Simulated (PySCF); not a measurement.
CH5NO2Si2, SMILES C(O[Si@@H]([SiH3])O)#N.

Geometry optimised at PBE0-D3(BJ)/def2-SVP. The structure was generated by enumeration; whether it is a known compound was not checked. Other conformers were not sampled.

Vertical ionisation energy (IE) and electron affinity (EA) in eV. Rows of orbital energies are one-electron estimates. Where ΔSCF, EOM or ADC give a negative EA the extra electron is unbound and the value depends on the basis.

| level | IE | EA |
|---|---|---|
| −ε(HOMO), −ε(LUMO), B3LYP/def2-TZVP (PySCF) | 8.32 | 1.14 |
| −ε(HOMO), −ε(LUMO), PBE/def2-TZVP (PySCF) | 7.19 | 1.79 |
